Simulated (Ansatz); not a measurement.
Au₃⁻: single points at one geometry.

```yaml
crystal:
  periodic: [false, false, false]
  atoms:
    - {symbol: Au, position_ang: [0.000002, 0.000017, -0.000002]}
    - {symbol: Au, position_ang: [-2.467285, 0.403887, 0.667739]}
    - {symbol: Au, position_ang: [2.467283, -0.403904, -0.667738]}
basis:
  gaussian: {orbitals: def2-TZVPD, initial_orbitals: start.molden}
total_charge: -1
hamiltonian: {xc: {name: wB97M-V}}
scf: {omitted_lower_state_checks: [starts]}
output: {orbitals: {seedname: orbitals}}
```

The file start.molden holds the orbitals of an earlier run on this structure, at another level or in another basis.

```sh
$ ansatz run in.yaml --threads 4 --pin off --events-out ev --progress --plain --max-ram 3916MiB
```

Output, abridged:

```
Functional definition: wB97M-V
1104 factors; their error is unknown
240 factors; integrals over basis functions are off by at most 1.6e-5 eV
mean field evaluation 1: about -11076.9657 eV, gradient 6.9e0 eV
mean field evaluation 2: about -11077.0458 eV, gradient 1.3e-1 eV
mean field evaluation 4: about -11077.1062 eV, gradient 2.8e-4 eV
mean field evaluation 8: about -11077.1062 eV, gradient 1.8e-5 eV
mean field -11077.10620107 eV, -407.0761445570 hartree, gradient 1.8e-5 eV, S^2 0.000000; 0 other end points of the search recorded, 0 dependent functions left out
reference -11077.10624417 eV, -407.0761461410 hartree; 29, 29 occupied and 100, 100 virtual orbitals, 1104 factors
Total energy: -11077.10624417 eV, -407.0761461410 hartree
Checks for a lower state left out: starts
```

Run time 6 s (4 threads of Arm Neoverse V2 on a shared host).

First input, but with `gaussian: {orbitals: def2-SVPD, initial_orbitals: start.molden}`, `hamiltonian: {xc: pbe, dispersion: d4}` (abridged; 0.95 s):

```
Functional definition: PBE
mean field -11087.93106060 eV, -407.4739508074 hartree, gradient 8.0e-6 eV, S^2 0.000000
Total energy: -11088.04912009 eV, -407.4782894135 hartree
Checks for a lower state left out: starts
```

The first input with `hamiltonian: {xc: {name: B2PLYP}}` and without the key `output` (abridged; 3.1 s):

```
Functional definition: B2PLYP
mean field -11057.16991488 eV, -406.3434995530 hartree, gradient 4.4e-6 eV, S^2 0.000000
second order -43.99244971 eV of doubles, -0.00000000 eV of singles
Total energy: -11069.04800755 eV, -406.7800114071 hartree
Checks for a lower state left out: starts
```

As the first input, with `hamiltonian: {xc: pbe, dispersion: d4}` (abridged; 1.1 s):

```
Functional definition: PBE
mean field -11088.52527696 eV, -407.4957878560 hartree, gradient 9.2e-6 eV, S^2 0.000000
Total energy: -11088.64333676 eV, -407.5001264735 hartree
Checks for a lower state left out: starts
```

The first input with `hamiltonian: {xc: hf}` (abridged; 0.8 s):

```
Functional definition: HF
mean field -11006.27033702 eV, -404.4729745676 hartree, gradient 1.3e-5 eV, S^2 0.000000
Total energy: -11006.27033702 eV, -404.4729745676 hartree
Checks for a lower state left out: starts
```

Geometry: PBE0-D4/def2-TZVPD.

In the def2 sets Au takes a core potential; there is no spin–orbit coupling. Correlated methods freeze no core orbitals; core or outer-core shells of Au are correlated, in sets that lack core-valence functions. At HF/def2-TZVPD the restricted singlet is unstable: a solution with broken spin symmetry lies lower. The structure comes from a short search, and lower isomers may exist.
